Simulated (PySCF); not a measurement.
## Nickel: a sound run and one with changed settings

Sound run: Ni⁺ [Ar] 3d9, Ni²⁺ [Ar] 3d8. Calculation: PySCF 2.14, in cc-pVTZ (7s6p4d2f1g, 68 functions); the non-relativistic Hamiltonian (point nucleus). The sound run starts from symmetry-adapted Hartree-Fock orbitals and uses a fine grid where one is needed.

Changed run: radial step 0.8 in ln r (0.13 in the sound run). This setting is unsound on purpose.

```json
{"species": "Ni⁺", "method": "UHF", "sound run (hartree)": "-1506.59560", "changed run (hartree)": "-1506.59560", "converged": "yes"}
{"species": "Ni⁺", "method": "M06-L", "sound run (hartree)": "-1507.97019", "changed run (hartree)": "-1508.51050", "converged": "yes"}
{"species": "Ni⁺", "method": "B3LYP", "sound run (hartree)": "-1508.07223", "changed run (hartree)": "-1508.27591", "converged": "yes"}
{"species": "Ni²⁺", "method": "UHF", "sound run (hartree)": "-1506.03838", "changed run (hartree)": "-1506.03838", "converged": "yes"}
{"species": "Ni²⁺", "method": "M06-L", "sound run (hartree)": "-1507.31093", "changed run (hartree)": "-1507.82773", "converged": "yes"}
{"species": "Ni²⁺", "method": "B3LYP", "sound run (hartree)": "-1507.38475", "changed run (hartree)": "-1507.60105", "converged": "yes"}
```

Ionisation energy of Ni⁺:

| method | sound run (eV) | changed run (eV) |
| --- | --- | --- |
| UHF | 15.163 | 15.163 |
| M06-L | 17.939 | 18.579 |
| B3LYP | 18.707 | 18.364 |

A coarse radial grid mis-integrates the density and the exchange-correlation energy, with errors of either sign; Hartree-Fock needs no grid.

For comparison, NIST gives 18.169 eV between the lowest levels.
